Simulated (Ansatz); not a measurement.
Geometry optimisation, RKS B3LYP/6-31G* in Ansatz.

Input:

```yaml
crystal:
  periodic: [false, false, false]
  atoms:
    - { symbol: Si, position_ang: [0.229963, -0.110809, 0.018311] }
    - { symbol: "N", position_ang: [0.734099, -0.194856, 1.708797] }
    - { symbol: C, position_ang: [-0.19875, -0.43513, 2.803299] }
    - { symbol: H, position_ang: [-1.112535, -0.916613, 2.434422] }
    - { symbol: H, position_ang: [0.251204, -1.09722, 3.558351] }
    - { symbol: H, position_ang: [-0.488222, 0.494259, 3.321002] }
    - { symbol: C, position_ang: [1.965983, 0.434109, 2.154052] }
    - { symbol: H, position_ang: [2.473995, -0.203747, 2.892487] }
    - { symbol: H, position_ang: [2.651555, 0.585139, 1.315136] }
    - { symbol: H, position_ang: [1.789407, 1.41415, 2.628028] }
    - { symbol: H, position_ang: [1.611275, 0.008353, -0.412095] }
    - { symbol: O, position_ang: [-0.700577, 1.151163, -0.474922] }
    - { symbol: Si, position_ang: [-2.225977, 1.528961, -1.008972] }
    - { symbol: H, position_ang: [-3.263873, 0.956851, -0.110232] }
    - { symbol: H, position_ang: [-2.345, 3.009169, -1.001568] }
    - { symbol: H, position_ang: [-2.452691, 1.02973, -2.38984] }
    - { symbol: O, position_ang: [-0.625689, -1.44927, -0.460446] }
    - { symbol: H, position_ang: [-0.245068, -2.28734, -0.155812] }
basis:
  gaussian: { orbitals: "6-31G*" }
hamiltonian:
  xc: b3lyp
relax:
  f_tol: 0.03
  max_steps: 50
output:
  orbitals: {}
```

Run as:

```bash
$ ansatz run input.yaml --threads 4 --pin off --max-ram 5120MiB --backend cpu --events-out ev --progress --plain --runs-dir out
```

Question: Where does it end, and by what steps?

Answer: The forces met the threshold. After 5 steps the energy has fallen by 0.222 eV; H11 moved furthest, 0.32 Å.

| step | energy less start (eV) | largest force component (eV/Å) | accepted |
| --- | --- | --- | --- |
| 0 | 0.0000 | 1.429 | yes |
| 1 | -0.1777 | 0.724 | yes |
| 2 | -0.2143 | 0.152 | yes |
| 3 | -0.1366 | 0.823 | no |
| 4 | -0.2219 | 0.051 | yes |
| 5 | -0.2222 | 0.017 | yes |

```xyz
18
Properties=species:S:1:pos:R:3
Si 0.299 -0.115 0.029
N 0.743 -0.165 1.689
C -0.236 -0.436 2.735
H -1.112 -0.936 2.311
H 0.192 -1.096 3.504
H -0.575 0.484 3.238
C 1.967 0.454 2.179
H 2.459 -0.194 2.920
H 2.667 0.614 1.354
H 1.778 1.427 2.661
H 1.565 -0.006 -0.728
O -0.666 1.147 -0.417
Si -2.188 1.520 -0.951
H -3.232 0.954 -0.054
H -2.318 3.000 -0.951
H -2.418 1.015 -2.330
O -0.613 -1.455 -0.347
H -0.261 -2.295 -0.022
```

The run took 32 s on 4 threads of Arm Neoverse V1, on a shared host, peak memory 0.43 GiB.
